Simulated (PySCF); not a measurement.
## Gas-phase XPS of Ge(tBu)2H2, computed

Compound: Ge(tBu)2H2, C8H20Ge.
Geometry (PBE0-D3(BJ)/def2-SVP, Å), atoms numbered from 1 in this order:
```
atom  x, y, z in Å
Ge1   -0.901    0.101   -0.614
C2    -1.022    0.033    1.373
C3    -0.185   -1.115    1.932
C4    -2.497   -0.189    1.714
C5    -0.558    1.363    1.968
H6    -0.326   -1.194    3.026
H7    -0.466   -2.086    1.494
H8     0.892   -0.966    1.755
H9    -2.870   -1.149    1.322
H10   -3.138    0.610    1.309
H11   -2.640   -0.200    2.811
H12   -1.151    2.210    1.586
H13    0.500    1.572    1.751
H14   -0.673    1.349    3.067
C15    0.904   -0.023   -1.446
C16    1.419   -1.460   -1.358
C17    1.886    0.931   -0.767
C18    0.738    0.368   -2.915
H19    2.398   -1.547   -1.865
H20    1.559   -1.792   -0.318
H21    0.733   -2.170   -1.846
H22    2.074    0.653    0.282
H23    1.527    1.973   -0.781
H24    2.860    0.911   -1.289
H25    0.396    1.408   -3.027
H26    0.015   -0.282   -3.435
H27    1.703    0.275   -3.447
H28   -1.548    1.436   -1.064
H29   -1.748   -1.063   -1.189
```

Computed, not measured: delta-SCF UKS SCAN, pcX-2 on the ionised atom, pcseg-1 elsewhere, spin-free X2C in PySCF. Each binding energy is the total energy of the core-ionised species, with the hole localised on one atom, minus that of the ground state; both are solved self-consistently, so orbital relaxation is included.

Task: List the computed XPS lines with their assignment.

Result: 
```
atom(s)                  environment  level  binding energy (eV)  above the level's lowest (eV)  count
C3 (×6)   carbon bonded to C and 3 H   C 1s               290.29                          +0.31      6
 C2/C15  carbon bonded to 3 C and Ge   C 1s               289.98                           0.00      2
```

Lowest listed C 1s: C2/C15, bonded to 3 C and Ge. Highest, 0.31 eV above it: C3 (×6), bonded to C and 3 H.

Task: Which photon wavelength matches the C 1s of C2/C15 threshold?

Result: λ = hc/E = 12398.42 eV Å / 289.98 eV = 42.756 Å.

One atom of each set of topologically equivalent atoms was ionised and stands for the set; in this conformer not all members are related by symmetry, and their own values weren't computed. No level of germanium is listed. Geometry: PBE0-D3(BJ)/def2-SVP; no solvent, vibrations or thermal averaging.
